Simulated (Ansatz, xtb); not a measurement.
BrF2H3Si2: 3 structures ranked

3 gas-phase structures of BrF2H3Si2, found in a search over its isomers (lower ones may exist). Each was relaxed with GFN2-xTB; where two conformers were screened, the lower at r2SCAN-D4/def2-SVP is listed:

A. `F[SiH](F)[SiH2]Br`, a singlet
B. `F[SiH2][Si@H](F)Br`, a singlet
C. `F[Si](F)([SiH3])Br`, a singlet

**Question.** Which do you expect lowest at r2SCAN-D4/def2-SVP, and how would the others follow?

**Answer.** Calculated order at r2SCAN-D4/def2-SVP: C (0.0), A (28.7), B (46.0) kJ/mol.

Energies above the lowest of each column, in kJ/mol; the last columns are at PBE0-D3(BJ)/pcseg-1 geometries (a dash: not run or not comparable):

| structure | GFN2-xTB | HF/STO-3G | r2SCAN-D4/def2-SVP | PBE0-D3(BJ)/pcseg-1 | CCSD(T)/def2-SVP + ΔMP2/def2-TZVPP |
| --- | --- | --- | --- | --- | --- |
| C | 27.5 | 0.0 | 0.0 | 0.0 | 0.0 |
| A | 0.0 | 26.1 | 28.7 | 21.9 | 19.5 |
| B | 4.8 | 36.3 | 46.0 | 37.4 | – |

CCSD(T)/def2-SVP + ΔMP2/def2-TZVPP puts C lowest of those it was run on; GFN2-xTB picks A. Flexible structures stand in one conformer each, not always the lowest. Frequencies (PBE0-D3(BJ)/pcseg-1) were run for A, C alone. ΔMP2 is the change of the MP2 energy from the smaller to the larger basis.

Programs: Ansatz 0.2.0, xtb 6.7.1.
